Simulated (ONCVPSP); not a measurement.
tungsten (W), ONCV: configuration errors across variants

```json
{"Element": "tungsten", "Generator": "ONCVPSP 4.0.1", "Type": "optimised norm-conserving Vanderbilt (ONCV)", "Functional": "PBEsol", "Relativity": "scalar-relativistic", "Frozen core": "[Kr] 4d10 4f14", "Valence charge": "14", "Reference configuration": "5s2 5p6 5d4 6s1 (charge +1)", "Partial waves": "5s+6s: rc 1.50 bohr, ncon 4, nbas 7, qcut 8.1 1/bohr, 2 projectors; 5p: rc 1.90 bohr, ncon 5, nbas 10, qcut 7.7 1/bohr, 2 projectors, debl 1.9 Ha; 5d: rc 1.50 bohr, ncon 4, nbas 8, qcut 5.6 1/bohr, local", "Local potential": "the d channel", "Core correction": "Teter function, fcfact 1.5, rcfact 1.25"}
```

All-electron excitation energies from the reference (eV): (1) 5s2 5p6 5d4 6s2 -8.925; (2) 5s2 5p6 5d4 6s0 15.696; (3) 5s2 5p6 5d3 6s0 41.100; (4) 5s2 5p6 5d3 6s2 6p1 -4.860.

1 further variants failed, have other tests or too few solved ones, and are left out.

Errors AE − PS in meV (a dash: test not solved or not reliable):

```tsv
change	(1)	(2)	(3)	(4)	bound ghosts	GHOST(+) flags above zero
base	+3.2	-2.9	-7.5	+3.2	none	s
d: qcut 8.1	+3.2	-2.9	-7.5	+3.2	none	s
s: ncon 3, nbas 6	+3.2	-3.0	-7.5	+2.9	none	none
core correction Teter function, fcfact 1.5, rcfact 1.3	+3.2	-3.0	-7.4	+3.0	none	s
s: qcut 6.6	+3.0	-3.5	-7.8	+2.1	none	none
```

(1) Give the same row for: core correction Teter function, fcfact 4.25, rcfact 1.3.

Answers

(1) +3.1, -3.3, -7.3, +2.4; bound ghosts: none; GHOST(+) flags above zero: s.
